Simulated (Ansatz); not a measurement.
System: H2GeOF, charge 0, doublet. H2GeOF (SMILES [OH][GeH][F], doublet).
B3LYP-D3(BJ)/def2-TZVP minimum from Ansatz (a program for electronic structure):
```xyz
5

Ge    -0.2762    -0.2492    -0.0789
O      1.4840    -0.5423    -0.0823
F     -0.4675     1.4660     0.2814
H     -0.8183    -1.0385     1.1622
H      1.9931     0.1564    -0.5103
```
Charge 0, spin multiplicity 2.

Atomisation energy term by term, kcal/mol (programs: Ansatz). UHF or UKS for unpaired electrons; spin-orbit terms are left out. Cores are frozen in correlated methods (noble-gas shells, and filled d and f shells in the p block). No relativity. CBS(X,Y): correlation extrapolated as X^-3, Hartree-Fock from the larger set. A bracket is a step between two methods taken in the basis named. Where a partner has so few electrons that a lower coupled-cluster level is exact, that level stands in.

```csv
term,basis,kcal/mol
Hartree-Fock,cc-pVQZ,250.57
CCSD correlation,"CBS(cc-pVTZ,cc-pVQZ)",118.82
(T),"CBS(cc-pVTZ,cc-pVQZ)",8.94
CCSDT(Q) - CCSD(T),cc-pVDZ,0.93
sum: De,,379.3
```
